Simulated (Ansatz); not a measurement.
The cluster HfS2⁺. Total charge 1; doublet. Geometry relaxed at PBE-D4/def2-TZVP.

Cartesian coordinates in Å:
```
Hf 0.001 0.701 0.787
S 0.176 0.816 -1.433
S -0.177 -1.517 0.646
```

In the def2 sets Hf takes a core potential; there is no spin–orbit coupling. The relaxation made no stability test and no search for a lower SCF solution. The structure comes from a short search, and lower isomers may exist.

(1) Estimate the harmonic wavenumbers at UKS PBE-D4/def2-TZVP (Ansatz, unscaled). Is this a minimum?

Answers

(1) 141, 394, 486 cm⁻¹. Yes, no mode is imaginary beyond noise. Zero-point energy 6.1 kJ/mol. Hardware: 4 threads of Arm Neoverse V2 on a shared host. Wall time 7.5 s.
